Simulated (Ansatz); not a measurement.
System: CdI₂ (charge 0, singlet). SMILES: [I][Cd][I]
Geometry: optimised at B3LYP-D3(BJ)/def2-TZVP (Ansatz, a first-principles code).

Wanted: vertical triplet-singlet gap, E(triplet) - E(singlet), in eV. Set-up: frozen cores in correlated levels (noble-gas shells and the d and f shells of earlier blocks); LANL2DZ with its own core potentials from Na on; open shells spin-unrestricted; each state is the SCF solution reached for its charge and spin; def2 sets with scalar-relativistic core potentials past Kr; STO-3G and 3-21G all-electron and non-relativistic; no dispersion term unless named; no spin-orbit coupling. First-principles rows: single points at B3LYP-D3(BJ) geometries (Ansatz). Levels can end on unlike triplets.

| level | program | vertical triplet-singlet gap, E(triplet) - E(singlet) (eV) |
|---|---|---|
| HF/LANL2DZ | Ansatz | 4.27 |
| PBE/LANL2DZ | Ansatz | 3.54 |
| B3LYP/STO-3G | Ansatz | 5.10 |
| B3LYP/3-21G | Ansatz | 3.92 |
| B3LYP/LANL2DZ | Ansatz | 3.76 |
| MP2/LANL2DZ | Ansatz | 4.41 |
| PBE0/def2-TZVPD | Ansatz | 3.80 |

No value to compare with is used here. The 6 habitual levels span 3.54 (PBE/LANL2DZ) to 5.10 eV (B3LYP/STO-3G); PBE0/def2-TZVPD gives 3.80.

The levels are drawn from those run, B3LYP/6-31G* more often than the rest, none by its result; left out are runs that failed, that the program found above a lower state of the same kind, or whose <S^2> lies over 0.5 above the pure value.
